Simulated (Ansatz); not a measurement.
Consider the formal exchange of groups at the Se–P bond: `C[Se]P` + `OCF` → `C[Se]C(O)F` + PH₃.

Gas-phase electronic energies from Ansatz, PBE0-D4/def2-TZVP geometries. CCSD(T)/CBS adds triple-zeta CCSD(T) − MP2 to the extrapolated MP2 energy (def2 sets, frozen cores). This one scheme is used for every species. DFT in def2-TZVPP. B3LYP here is the variant with VWN-RPA as its local correlation; programs differ in this. For Se outer-core shells are correlated without core-valence functions, which leaves a few kJ/mol of doubt a bond. Scalar relativity is left out up to krypton. One conformer a species, not always the lowest.

```json
{"species": "`C[Se]P`", "B3LYP-D4 energy (Eh)": "-2784.12269"}
{"species": "`OCF`", "B3LYP-D4 energy (Eh)": "-215.07353"}
{"species": "`C[Se]C(O)F`", "B3LYP-D4 energy (Eh)": "-2655.99171"}
{"species": "PH₃", "B3LYP-D4 energy (Eh)": "-343.17920"}
```

(1) Work out ΔE.

Largest T1 diagnostic among the species: 0.013.

Answers

(1) ΔE = (-2655.99171) + (-343.17920) − (-2784.12269) − (-215.07353) = 0.02531 Eh = +66.5 kJ/mol. CCSD(T)/CBS gives +65.8 kJ/mol.

From PBE to PBE0 (25 % exact exchange), in def2-TZVPP and without D4, ΔE moves by +3.7 kJ/mol. In def2-TZVPP, CCSD(T) changes the Hartree–Fock value by −15.0 kJ/mol (the triples alone add −1.6 kJ/mol) and MP2 by −10.9 kJ/mol.
